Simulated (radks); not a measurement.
Spin polarisation of the 4s1 shell in Ge3+. Start: [Ar] 3d10 4s(up 0.5, down 0.5); electrons of 4s are moved from spin down to spin up, other shells keep equal spins. Calculated with a radial shooting solver on a logarithmic mesh with Libxc functionals: scalar-relativistic Kohn-Sham, r2SCAN, spin-polarised, spherical densities, finite nucleus; meta-GGA in the generalised Kohn-Sham scheme; Fermi nuclear charge, rms radius of each element as measured or else 0.836 A^(1/3) + 0.57 fm.

\begin{tabular}{lrrrr}
moment (Bohr magnetons) & E - E(0) (eV) & e(4s up) (eV) & e(4s down) (eV) & 3d down minus up (eV) \\ \hline
0 & 0.000 & -40.184 & -40.184 & 0.000 \\
0.25 & -0.052 & -40.577 & -39.753 & 0.073 \\
0.5 & -0.205 & -40.928 & -39.300 & 0.145 \\
0.75 & -0.457 & -41.246 & -38.854 & 0.220 \\
1 & -0.804 & -41.527 & -38.337 & 0.298 \\
\end{tabular}

At moment 1 the spin-polarisation energy is -0.804 eV and the 4s exchange splitting 3.190 eV, that is 3.190 eV per Bohr magneton; E = -I m^2/4 would give I = 3.217 eV.
